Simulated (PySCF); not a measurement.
## How methods differ on the excitation energy of C⁺

C⁺ [He] 2s2 2p1 (2P) → C⁺ [He] 2s1 2p2 (4P), as a difference of total energies. Calculation: PySCF 2.14, in dyall-av3z; scalar relativity by spin-free X2C-1e. Correlated levels: valence: 1s2 frozen; virtual orbitals above 40 to 60 times the deepest correlated orbital energy dropped. The calculations carry no spin-orbit coupling.

```json
{"method": "UHF", "excitation energy (cm⁻¹)": "29443"}
{"method": "LDA", "excitation energy (cm⁻¹)": "39662"}
{"method": "PBE", "excitation energy (cm⁻¹)": "39852"}
{"method": "PBE0", "excitation energy (cm⁻¹)": "39110"}
{"method": "r2SCAN", "excitation energy (cm⁻¹)": "35335"}
{"method": "BLYP", "excitation energy (cm⁻¹)": "43627"}
{"method": "B3LYP", "excitation energy (cm⁻¹)": "42803"}
{"method": "B97-3", "excitation energy (cm⁻¹)": "41757"}
{"method": "MN15", "excitation energy (cm⁻¹)": "42067"}
{"method": "MP2 (valence)", "excitation energy (cm⁻¹)": "38375"}
{"method": "SCS-MP2 (valence)", "excitation energy (cm⁻¹)": "41812"}
```

Errors of the correlated levels include the incompleteness of this basis and the frozen core.

**Question.** Which method comes closest to the reference value, and which is furthest?

**Answer.** The reference is 42994 cm⁻¹ (measured; NIST levels, between the centres of gravity of the two terms). Closest: B3LYP (error -190.66 cm⁻¹); furthest: UHF (error -13551 cm⁻¹).
